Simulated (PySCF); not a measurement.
Input for PySCF: R-BP86/6-31G* on GeH3NO (SMILES [NH2][Ge][OH]), a point of a torsion scan.

```python
from pyscf import gto, scf, dft, mp
from pyscf.data.elements import chemcore

mol = gto.M(
    atom='''
    N    -1.05365064   -0.07272196    0.17399669
    Ge    0.36383273   -1.05633706    0.77513902
    O     1.63049829   -0.29662558   -0.24316237
    H    -1.99194883   -0.12521447    0.53836937
    H    -1.00351841    0.65235900   -0.52653380
    H     1.92405704   -0.54977600   -1.11147469
    ''',
    basis='6-31g*',
    cart=True,
    charge=0, spin=0, verbose=3, max_memory=1800)
mf = dft.RKS(mol, xc='b88,p86')
mf.conv_tol = 1e-8
mf.max_cycle = 100
mf.kernel()
if not mf.converged:
    mf = mf.newton().run(mf.mo_coeff, mf.mo_occ)
```

Output:

```
converged SCF energy = -2208.79221383642
```

Self-consistency was reached.

Cost: about 5 core-seconds (a rough figure).
